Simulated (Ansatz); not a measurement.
Geometry optimisation, UKS B3LYP-D4/def2-SVP in Ansatz 0.2.0.

Input:

```yaml
crystal:
  periodic: [false, false, false]
  atoms:
    - { symbol: B, position_ang: [-0.015957, -0.397018, -0.437359] }
    - { symbol: Cl, position_ang: [0.015324, -0.356536, 2.624115] }
    - { symbol: "N", position_ang: [1.25543, -0.016503, -0.886028] }
    - { symbol: H, position_ang: [2.106492, -0.367839, -0.468987] }
    - { symbol: H, position_ang: [1.418274, 0.681369, -1.609617] }
    - { symbol: "N", position_ang: [-1.269946, 0.037091, -0.886354] }
    - { symbol: H, position_ang: [-2.13515, -0.285186, -0.474966] }
    - { symbol: H, position_ang: [-1.403415, 0.745364, -1.605988] }
    - { symbol: H, position_ang: [0.028949, -0.040742, 3.925183] }
magnetization:
  spin_polarized: true
  initial_magnetization: 1
basis:
  gaussian: { orbitals: def2-SVP }
hamiltonian:
  xc: b3lyp
  dispersion: d4
relax:
  f_tol: 0.03
  max_steps: 50
```

Run as:

```bash
$ ansatz run input.yaml --threads 2 --pin off --max-ram 3072MiB --backend cpu --events-out ev --progress --plain --runs-dir out
```

Task: Where does it end, and by what steps?

Result: The run converged. The force dipped under the threshold on the way, but the program's further checks kept it going. After 6 steps the energy has fallen by 0.031 eV; Cl2 moved furthest, 0.22 Å.

| step | energy less start (eV) | largest force component (eV/Å) | accepted |
| --- | --- | --- | --- |
| 0 | 0.0000 | 1.056 | yes |
| 1 | -0.0235 | 0.584 | yes |
| 2 | -0.0003 | 1.209 | no |
| 3 | -0.0301 | 0.197 | yes |
| 4 | -0.0305 | 0.120 | yes |
| 5 | -0.0311 | 0.018 | yes |
| 6 | -0.0313 | 0.013 | yes |

```xyz
9
Properties=species:S:1:pos:R:3
B -0.016 -0.360 -0.469
Cl 0.004 -0.356 2.842
N 1.255 0.001 -0.935
H 2.106 -0.343 -0.511
H 1.421 0.651 -1.701
N -1.270 0.052 -0.938
H -2.135 -0.257 -0.516
H -1.408 0.709 -1.704
H 0.042 -0.096 4.111
```

Run time: 33 s on 2 threads of Arm Neoverse N1 (shared host), peak memory 0.21 GiB.
